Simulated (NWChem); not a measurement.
System: CH6SeSi; SMILES C[SiH2][SeH]

```xyz
9

Si     0.6220     1.0784     0.0121
C     -0.8152     2.2988    -0.0462
Se    -0.0780    -1.1200    -0.0297
H      1.4842     1.1903    -1.2148
H      1.4691     1.3349     1.2302
H     -1.4596     2.1892     0.8492
H     -0.4352     3.3414    -0.0730
H     -1.4384     2.1237    -0.9453
H     -0.7846    -0.9920     1.2717
```
Atoms are numbered in this order, from 1.

The geometry was optimised at PBE-D3(BJ)/def2-SVP.

Question: List the 6 lowest vertical singlet excitations from B3LYP/def2-SVP, TDA (NWChem).

Answer: 
| state | energy (eV) | oscillator strength | leading excitation (squared amplitude) |
|---|---|---|---|
| S1 | 5.44 | 0.002 | HOMO → LUMO (0.97) |
| S2 | 5.93 | 0.008 | HOMO → LUMO+1 (0.97) |
| S3 | 6.73 | 0.024 | HOMO → LUMO+2 (0.91) |
| S4 | 7.30 | 0.003 | HOMO → LUMO+3 (0.84) |
| S5 | 7.60 | 0.006 | HOMO−1 → LUMO (0.73) |
| S6 | 7.81 | 0.016 | HOMO → LUMO+4 (0.94) |
